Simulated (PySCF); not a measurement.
B2H2N, BH4NOSi (calculated)

All values are calculated (PySCF 2.14.0). Calculation on a computer-drawn molecule: optimised geometry and harmonic frequencies of an isolated molecule of the commonest isotopes, restricted reference for singlets and unrestricted otherwise, frozen core in MP2.

Common to all runs: multiplicity 1.

(1) B2H2N

Start structure:
```xyz
5
B2H2N
B     -2.9388     0.7590    -1.5943
N     -2.0550     0.9117    -0.6738
B     -1.1712     1.0642     0.2466
H     -3.7422     0.6203    -2.4311
H     -0.3676     1.2031     1.0834
```

```
charge                                        : 1
method                                        : MP2
basis                                         : cc-pVDZ
rotational constants                          : 10.14, 10.14 GHz
total energy                                  : -105.0354 hartree
convergence status largest gradient component : 2.784e-06 hartree/bohr
```

Drawn bonds:
```csv
atom,other atom,order
1,2,2
2,3,1
1,4,1
3,5,1
```

Optimised structure:
```xyz
5
B2H2N
B     -2.9515     0.7568    -1.6075
N     -2.0550     0.9117    -0.6738
B     -1.1584     1.0665     0.2599
H     -3.7616     0.6169    -2.4512
H     -0.3483     1.2063     1.1035
```

Modes:
```csv
frequency (cm⁻¹),reduced mass (dalton)
163.1,3.353
163.4,3.355
763.8,1.38
763.9,1.379
769.2,1.303
769.3,1.303
1229,4.829
1947,5.644
2923,1.142
2937,1.182
```

(2) BH4NOSi

Start structure:
```xyz
8
BH4NOSi
B     -1.3506    -2.9675     0.9227
N     -0.5692    -2.1688     0.2258
Si     0.4808    -1.2308    -0.6291
O      0.1354     0.3592    -0.4089
H     -2.0236    -3.6377     1.4928
H      0.2900    -1.4039    -2.0471
H      1.8554    -1.5276    -0.1602
H     -0.0097     0.7349     0.4000
```

```
charge                                        : 0
method                                        : HF
basis                                         : cc-pV(D+d)Z
rotational constants                          : 18.59, 3.589, 3.135 GHz
total energy                                  : -445.3605 hartree
convergence status largest gradient component : 2.83e-05 hartree/bohr
```

Drawn bonds:
```csv
atom,other atom,order
1,2,2
2,3,1
3,4,1
1,5,1
3,6,1
3,7,1
4,8,1
```

Optimised structure:
```xyz
8
BH4NOSi
B     -1.3456    -2.9657     0.8997
N     -0.5853    -2.2073     0.2754
Si     0.4595    -1.2025    -0.6255
O      0.0894     0.3895    -0.4363
H     -2.0622    -3.6787     1.4927
H      0.3206    -1.4701    -2.0644
H      1.8439    -1.4632    -0.1807
H      0.0884     0.7557     0.4350
```

Modes:
```csv
frequency (cm⁻¹),reduced mass (dalton)
136.2,3.417
171.7,2.527
212.1,1.328
380.2,5.123
700,1.305
731.2,6.673
819,1.091
829.9,1.341
831.8,1.353
887.8,2.604
938.2,1.651
1020,1.19
1053,1.087
1985,5.161
2317,1.045
2362,1.037
2990,1.197
4178,1.067
```
